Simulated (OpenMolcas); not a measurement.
# Rh⁺: the spin-orbit constant, worked from levels

```
Program             : OpenMolcas
Basis               : ANO-RCC-VDZP [6s5p3d1f]
Scalar Hamiltonian  : DKH2, point nucleus
Active space        : 8 electrons in 5 orbitals (4d)
State averaging     : 2S+1 = 3 even, 10 roots; 2S+1 = 1 even, 15 roots
Spin-orbit coupling : RASSI with atomic mean-field integrals over the reference wave functions, term energies averaged over their components
```

Methods: CASSCF; SS-CASPT2, IPEA 0.25 Eh, imaginary shift 0.1 Eh (closed shells correlated: 4s 4p). Measured levels: NIST Handbook of Basic Atomic Spectroscopic Data.

**The spin-orbit constant.** For the Hund term 3F of d8, E(J) = (A/2) J(J+1) + constant and ζ = -2S·A = -2A. From J = 2 to J = 4 the energy changes by 7 A.

```tsv
Source	E(4) - E(2)	A	ζ
CASSCF	-3783.2	-540.5	1081
SS-CASPT2	-3633.7	-519.1	1038
measured	-3580.7	-511.5	1023
```

All in cm-1. SS-CASPT2 is off by +1.5 % and CASSCF by +5.7 %. Both methods take the spin-orbit matrix elements from the reference wave functions, so the second can move ζ only through the term energies and any multistate remixing. Second-order mixing with other terms is absorbed into this ζ.

Term energies are means over components that CASPT2 splits; among the terms shown or strongly mixed into the levels shown the widest spread is 720 cm-1 (4d8 3F, SS-CASPT2). Configurations with an s electron lie low at this charge and mix in, so terms can be misplaced. Without dynamic correlation excited terms often stand tens of per cent too high (terms of higher spin than the ground term too low), and those without a measured partner can miss by more than the paired ones (holds for CASSCF). Measured partners are found by configuration, term and J. A level has none where our copy of the source lacks it or the pairing is in doubt (some pairs that miss far off the trend of their configuration count as doubtful), and it then counts in no deviation. Levels of configurations outside the active space are missing.
